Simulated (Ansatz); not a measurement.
Geometry optimisation, RKS PBE0/STO-3G in Ansatz 0.2.0.

Input:

```yaml
crystal:
  periodic: [false, false, false]
  atoms:
    - { symbol: C, position_ang: [-0.3203, -2.3964, -0.1747] }
    - { symbol: C, position_ang: [-0.8423, -0.9397, -0.4692] }
    - { symbol: F, position_ang: [-1.0076, -0.8088, -1.8355] }
    - { symbol: C, position_ang: [0.2357, 0.1155, 0.018] }
    - { symbol: O, position_ang: [-0.4509, 1.3998, -0.0691] }
    - { symbol: C, position_ang: [0.308, 2.4606, 0.3427] }
    - { symbol: "N", position_ang: [1.5231, 2.3203, 0.8146] }
    - { symbol: H, position_ang: [0.6304, -2.5293, -0.6812] }
    - { symbol: H, position_ang: [-1.0815, -3.0565, -0.5484] }
    - { symbol: H, position_ang: [-0.2586, -2.5284, 0.911] }
    - { symbol: H, position_ang: [-1.8369, -0.7635, -0.009] }
    - { symbol: H, position_ang: [0.4547, -0.0902, 1.0802] }
    - { symbol: H, position_ang: [1.0042, 0.1205, -0.6316] }
    - { symbol: H, position_ang: [-0.2457, 3.414, 0.2382] }
    - { symbol: H, position_ang: [1.8661, 3.2313, 1.0434] }
basis:
  gaussian: { orbitals: STO-3G }
hamiltonian:
  xc: pbe0
relax:
  f_tol: 0.02
  max_steps: 40
scf:
  lower_state_search: "off"
output:
  orbitals: {}
```

Command:

```bash
$ ansatz run input.yaml --threads 1 --pin off --max-ram 2048MiB --backend cpu --events-out ev --progress --plain --runs-dir out
```

Problem. Where does it end, and by what steps?

Solution. The run converged. Limits of this set-up: minimal basis. After 7 steps the energy has fallen by 0.593 eV; H9 moved furthest, 0.10 Å.

```
step  energy less start (eV)  largest force component (eV/Å)  accepted
   0                  0.0000                           5.394       yes
   1                 -0.5564                           0.708       yes
   2                 -0.5838                           0.294       yes
   3                 -0.5892                           0.204       yes
   4                 -0.5928                           0.098       yes
   5                 -0.5931                           0.041       yes
   6                 -0.5932                           0.028       yes
   7                 -0.5934                           0.013       yes
```

```xyz
15
Properties=species:S:1:pos:R:3
C -0.321 -2.367 -0.179
C -0.865 -0.941 -0.500
F -1.077 -0.789 -1.877
C 0.142 0.143 0.020
O -0.523 1.448 -0.105
C 0.316 2.467 0.339
N 1.519 2.230 0.798
H 0.661 -2.519 -0.645
H -1.014 -3.126 -0.563
H -0.222 -2.496 0.906
H -1.829 -0.795 0.045
H 0.411 -0.054 1.077
H 1.076 0.125 -0.576
H -0.209 3.438 0.232
H 1.913 3.186 1.059
```

Whether the end is a true minimum wasn't checked by a vibrational analysis.

Time of the run: 53 s on 1 thread of Intel(R) Xeon(R) Platinum 8488C (Sapphire Rapids), on a shared host, peak memory 0.15 GiB.
